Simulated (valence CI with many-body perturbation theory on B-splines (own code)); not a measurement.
# Level structure of Br²⁺

Calculated by relativistic CI+MBPT: five valence electrons over a frozen Dirac-Fock core [Ar] 3d10, a basis of 9 s, 9 p, 8 d, 6 f, 3 g, 1 h functions for each j, with the one-electron correlation potential Σ1 (screened to all orders), the two-electron term Σ2, the three-electron term Σ3, Breit, model QED; selected single and double excitations, second order for the rest, scaled by the run's own slope (own B-spline code, finite nucleus).

Against 6 measured levels this calculation errs by 308 cm⁻¹ on average and by 925 at most. These come from a selection out of Moore, Atomic Energy Levels, vol. II, NSRDS-NBS 35 (1971 reprint of NBS Circular 467, 1952), an old analysis. Levels without a partner in it may be off by more. Among the levels kept, up to 2700 cm⁻¹ of a level comes from second order outside the variational space, and about a tenth of that is noise between levels of different J, which matters for small intervals. 4 measured levels below the end of the list, from 141997 cm⁻¹ on, found no clear computed partner.

Levels 1 to 35 of 35, with energies above the lowest level, 4s2 4p3 4S°_3/2. "Leading %" is the weight of the configuration and term that name the level; weights of strongly mixed levels are sums over their largest components and can fall short, so below about 35 % the name and the second component can differ from the true leading terms, or belong to a minority configuration. In the jj column 3d3/2^4 stands for four electrons in 3d with j = 3/2. Lifetimes count E1, E2, E3, M1 and M2 decay at the calculated energies, and are blank where another channel may lead or the interval is too uncertain; long ones can be off by a factor of two.

```tsv
No.	Configuration	Term	J	E (cm⁻¹)	Leading %	Leading jj	Lifetime
1	4s2 4p3	4S°	3/2	0.0	95	4s^2 4p1/2 4p3/2^2 (50 %)	
2	4s2 4p3	2D°	3/2	15328	88	4s^2 4p1/2 4p3/2^2 (45 %)	1.00 s
3	4s2 4p3	2D°	5/2	16370	95	4s^2 4p1/2 4p3/2^2 (95 %)	17.2 s
4	4s2 4p3	2P°	1/2	27284	94	4s^2 4p1/2 4p3/2^2 (94 %)	127 ms
5	4s2 4p3	2P°	3/2	28760	86	4s^2 4p3/2^3 (72 %)	52.3 ms
6	4s 4p4	4P	5/2	101258	84	4s 4p1/2^2 4p3/2^2 (63 %)	6.50 ns
7	4s 4p4	4P	3/2	103837	84	4s 4p1/2 4p3/2^3 (72 %)	6.28 ns
8	4s 4p4	4P	1/2	105065	84	4s 4p3/2^4 (32 %)	6.07 ns
9	4s 4p4	2D	3/2	123842	67	4s 4p1/2 4p3/2^3 (41 %)	3.91 ns
10	4s 4p4	2D	5/2	124482	68	4s 4p1/2 4p3/2^3 (53 %)	4.50 ns
11	4s2 4p2 4d	2P	3/2	134894	67	4s^2 4p1/2 4p3/2 4d5/2 (23 %)	6.59 ns
12	4s2 4p2 4d	2P	1/2	137237	65	4s^2 4p3/2^2 4d5/2 (31 %)	6.85 ns
13	4s2 4p2 4d	4F	3/2	139522	90	4s^2 4p1/2^2 4d3/2 (40 %)	39.8 ns
14	4s2 4p2 4d	4F	5/2	140462	88	4s^2 4p1/2 4p3/2 4d3/2 (52 %)	27.8 ns
15	4s2 4p2 4d	4F	7/2	141927	89	4s^2 4p1/2 4p3/2 4d5/2 (67 %)	62.4 ns
16	4s2 4p2 4d	4F	9/2	143833	92	4s^2 4p3/2^2 4d5/2 (49 %)	358 ms
17	4s2 4p2 4d	2F	5/2	144911	67	4s^2 4p1/2 4p3/2 4d3/2 (61 %)	8.11 ns
18	4s2 4p2 5s	4P	1/2	145276	83	4s^2 4p1/2^2 5s (60 %)	403 ps
19	4s2 4p2 4d	4D	1/2	145851	85	4s^2 4p1/2 4p3/2 4d3/2 (61 %)	8.19 ns
20	4s2 4p2 4d	4D	7/2	145949	51	4s^2 4p1/2 4p3/2 4d5/2 (54 %)	9.48 μs
21	4s2 4p2 4d	4D	3/2	146100	89	4s^2 4p1/2 4p3/2 4d3/2 (35 %)	4.42 ns
22	4s2 4p2 4d	4D	5/2	147269	63	4s^2 4p1/2 4p3/2 4d5/2 (50 %)	3.71 ns
23	4s2 4p2 5s	4P	3/2	147553	90	4s^2 4p1/2 4p3/2 5s (90 %)	387 ps
24	4s 4p4	2S	1/2	147701	62	4s 4p1/2^2 4p3/2^2 (35 %)	1.76 ns
25	4s2 4p2 5s	4P	5/2	150146	88	4s^2 4p1/2 4p3/2 5s (51 %)	330 ps
26	4s2 4p2 4d	2F	7/2	150150	54	4s^2 4p3/2^2 4d5/2 (85 %)	19.6 ns
27	4s2 4p2 5s	2P	1/2	150934	85	4s^2 4p1/2 4p3/2 5s (77 %)	215 ps
28	4s2 4p2 5s	2P	3/2	153764	80	4s^2 4p1/2 4p3/2 5s (62 %)	227 ps
29	4s2 4p2 4d	2G	7/2	160031	92	4s^2 4p1/2 4p3/2 4d3/2 (46 %)	6.68 ns
30	4s2 4p2 4d	2G	9/2	160458	92	4s^2 4p1/2 4p3/2 4d5/2 (49 %)	116 ms
31	4s2 4p2 5s	2D	5/2	161127	74	4s^2 4p3/2^2 5s (39 %)	181 ps
32	4s2 4p2 5s	2D	3/2	161136	71	4s^2 4p3/2^2 5s (54 %)	415 ps
33	4s2 4p2 4d	4P	5/2	162578	69	4s^2 4p1/2 4p3/2 4d5/2 (34 %)	67.7 ps
34	4s2 4p2 4d	4P	3/2	163628	78	4s^2 4p1/2 4p3/2 4d3/2 (31 %)	55.0 ps
35	4s2 4p2 4d	4P	1/2	164278	80	4s^2 4p1/2 4p3/2 4d3/2 (41 %)	52.7 ps
```

Names give the largest LS component (configuration and term), which can be under half, so a name can repeat, a term be missing and a line seem to break the LS rules; names also repeat where a configuration has a term twice.

The ionisation energy to 4s2 4p2 3P_0 of the next ion comes out as 34.831 eV (NIST: 34.871 ± 0.019 eV (measured)). All 35 levels together are meant to be complete up to 167598 cm⁻¹.
